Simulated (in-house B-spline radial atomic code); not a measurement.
Ionisation energies along the 40-electron series, configuration [Kr] 4d4, as differences of self-consistent energies. NIST's values go from ground level to ground level; the uncertainty of those that are theory runs from under 0.1 % in few-electron ions to several per cent in heavy many-electron ones. Computed with an all-electron radial atomic-structure program (B-spline basis): non-relativistic Hartree-Fock, average of the configuration, point nuclei.

This level leaves out relativity, spin-orbit splitting included, which matters for heavy ions.

| ion | configuration after | ionisation energy (eV) | IE/(q+1)² (eV) | -ε less Coulomb ΔSCF (eV) | tabulated value (eV) | tabulated kind | computed minus tabulated (eV) |
| --- | --- | --- | --- | --- | --- | --- | --- |
| Pr19+ | [Kr] 4d3 | 553.1 | 1.3829 | 1.0236 | 554 | tabulated theory | -0.9 |
| Nd20+ | [Kr] 4d3 | ? | ? | ? | ? | tabulated theory | ? |
| Pm21+ | [Kr] 4d3 | 649.4 | 1.3418 | 1.0348 | 651 | tabulated theory | -1.6 |
| Sm22+ | [Kr] 4d3 | 700.2 | 1.3236 | 1.0402 | 702 | tabulated theory | -1.8 |
| Eu23+ | [Kr] 4d3 | 752.7 | 1.3068 | 1.0454 | 755 | tabulated theory | -2.3 |
| Gd24+ | [Kr] 4d3 | 806.9 | 1.2911 | 1.0504 | 810 | tabulated theory | -3.1 |
| Tb25+ | [Kr] 4d3 | ? | ? | ? | ? | tabulated theory | ? |
| Dy26+ | [Kr] 4d3 | 920.6 | 1.2628 | 1.0601 | 924 | tabulated theory | -3.4 |
| Ho27+ | [Kr] 4d3 | 980.0 | 1.25 | 1.0648 | 985 | tabulated theory | -5.0 |
| Er28+ | [Kr] 4d3 | 1041.2 | 1.238 | 1.0693 | 1046 | tabulated theory | -4.8 |
| Tm29+ | [Kr] 4d3 | 1104.1 | 1.2268 | 1.0736 | 1110 | tabulated theory | -5.9 |
| Yb30+ | [Kr] 4d3 | 1168.7 | 1.2161 | 1.0779 | 1175 | tabulated theory | -6.3 |
| Lu31+ | [Kr] 4d3 | 1235.0 | 1.2061 | 1.082 | 1242 | tabulated theory | -7.0 |
| Hf32+ | [Kr] 4d3 | 1303.1 | 1.1966 | 1.086 | 1311 | tabulated theory | -7.9 |
| Ta33+ | [Kr] 4d3 | 1372.8 | 1.1876 | 1.0899 | 1382 | tabulated theory | -9.2 |
| W34+ | [Kr] 4d3 | 1444.3 | 1.179 | 1.0937 | 1459.9 | semi-empirical | -15.6 |
| Re35+ | [Kr] 4d3 | 1517.5 | 1.1709 | 1.0974 | 1530 | tabulated theory | -12.5 |
| Os36+ | [Kr] 4d3 | ? | ? | ? | ? | tabulated theory | ? |
| Ir37+ | [Kr] 4d3 | 1669.1 | 1.1559 | 1.1045 | 1684 | tabulated theory | -14.9 |

Fill in the row of Nd20+.

ionisation energy (eV): 600.4; IE/(q+1)² (eV): 1.3615; -ε less Coulomb ΔSCF (eV): 1.0293; tabulated value (eV): 602; computed minus tabulated (eV): -1.6.

Fill in the row of Tb25+.

ionisation energy (eV): 862.9; IE/(q+1)² (eV): 1.2765; -ε less Coulomb ΔSCF (eV): 1.0554; tabulated value (eV): 866; computed minus tabulated (eV): -3.1.

Fill in the row of Os36+.

ionisation energy (eV): 1592.5; IE/(q+1)² (eV): 1.1632; -ε less Coulomb ΔSCF (eV): 1.101; tabulated value (eV): 1606; computed minus tabulated (eV): -13.5.
